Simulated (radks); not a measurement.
Polarisabilities and homonuclear dispersion coefficients (atomic units). All-electron calculation, scalar-relativistic Kohn-Sham, LB94 model potential, spin-unpolarised, spherical densities, finite nucleus; Fermi nuclear charge, rms radius of each element as measured or else 0.836 A^(1/3) + 0.57 fm. Program: a radial shooting solver on a logarithmic mesh with Libxc functionals. Response by self-consistent Sternheimer equations with the Hartree and adiabatic LDA kernel, the relativistic mass of each level held fixed and spin-orbit coupling left out. "Uncoupled" leaves out the induced potential. Quadrupole and octupole values are given only where no p, d or f shell is open.

species  configuration  alpha1 (bohr^3)  alpha1, uncoupled  alpha2 (bohr^5)  alpha3 (bohr^7)     C6     C8  recommended alpha1
Cu       [Ar] 3d10 4s1            27.05              41.55            191.3             2537  148.4   5549        46.5 +/- 0.5
Zn+      [Ar] 3d10 4s1            12.58              18.56            47.08            370.4  47.97   1054                   -
Ga2+     [Ar] 3d10 4s1            7.349              10.51            18.40            99.07  21.26  326.8                   -
Ge3+     [Ar] 3d10 4s1            4.808              6.725            8.902            35.61  11.10  129.8                   -
As4+     [Ar] 3d10 4s1            3.372              4.636            4.889            15.27  6.417  60.02                   -
Se5+     [Ar] 3d10 4s1            2.479              3.362            2.922            7.379  3.983  30.76                   -
Br6+     [Ar] 3d10 4s1            1.887              2.530            1.856            3.883  2.605  16.99                   -
Kr7+     [Ar] 3d10 4s1            1.475              1.959            1.234            2.181  1.774  9.943                   -
Rb8+     [Ar] 3d10 4s1            1.177              1.550           0.8503            1.289  1.247  6.090                   -

Recommended values: Schwerdtfeger and Nagle, table of static dipole polarisabilities (2023 update), measured or computed.

Beside tabulated values, note that spin-unpolarised runs miss the spin-polarisation part of the exchange energy of open shells.
